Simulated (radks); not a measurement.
Values are calculated unless marked as measured or tabulated.
Nb I, 41 electrons, occupied as [Kr] 4d4 5s1.

Code: a radial shooting solver on a logarithmic mesh with Libxc functionals. Model: Dirac Kohn-Sham, Slater X-alpha with alpha = 0.876, spin-unpolarised, spherical densities, finite nucleus; open shells are shared between the two j in proportion to 2j + 1; Fermi nuclear charge, rms radius 4.324 fm.

Energy parts (hartree):
total: -3847.20721
kinetic: 3984.05808
electron-nucleus: -9272.29993
Hartree: 1588.08479
exchange: -147.05015

Orbitals (lengths in bohr, moments of r in powers of bohr):
| orbital | occ. | eigenvalue (hartree) | <r^2> | small-component weight |
|---|---|---|---|---|
| 1s1/2 | 2 | -693.8717 | 0.001754 | 2.24e-02 |
| 2s1/2 | 2 | -97.61809 | 0.02923 | 4.58e-03 |
| 2p1/2 | 2 | -89.84939 | 0.02206 | 4.59e-03 |
| 2p3/2 | 4 | -86.28596 | 0.02343 | 4.45e-03 |
| 3s1/2 | 2 | -16.46309 | 0.2227 | 1.21e-03 |
| 3p1/2 | 2 | -13.49502 | 0.2208 | 1.16e-03 |
| 3p3/2 | 4 | -12.91227 | 0.2313 | 1.12e-03 |
| 3d3/2 | 4 | -7.62066 | 0.2183 | 1.01e-03 |
| 3d5/2 | 6 | -7.51066 | 0.2217 | 1.00e-03 |
| 4s1/2 | 2 | -2.22500 | 1.489 | 2.69e-04 |
| 4p1/2 | 2 | -1.39177 | 1.828 | 2.24e-04 |
| 4p3/2 | 4 | -1.31078 | 1.921 | 2.15e-04 |
| 5s1/2 | 1 | -0.15470 | 14.80 | 2.98e-05 |
| 4d3/2 | 1.6 | -0.14733 | 5.266 | 9.73e-05 |
| 4d5/2 | 2.4 | -0.14082 | 5.424 | 9.51e-05 |

The highest occupied level is 4d5/2 at -3.832 eV. The electron density at the nucleus is 8.254e+04 e/bohr^3. For comparison, the ionisation energy in NIST's Atomic Spectra Database is 6.759 eV (measured). In exact Kohn-Sham theory the highest level is minus the ionisation energy, but local and semilocal functionals leave it too shallow, through self-interaction and a potential that decays too fast; potentials with the right tail come closer.

Beside tabulated values, note that spin-unpolarised runs miss the spin-polarisation part of the exchange energy of open shells.
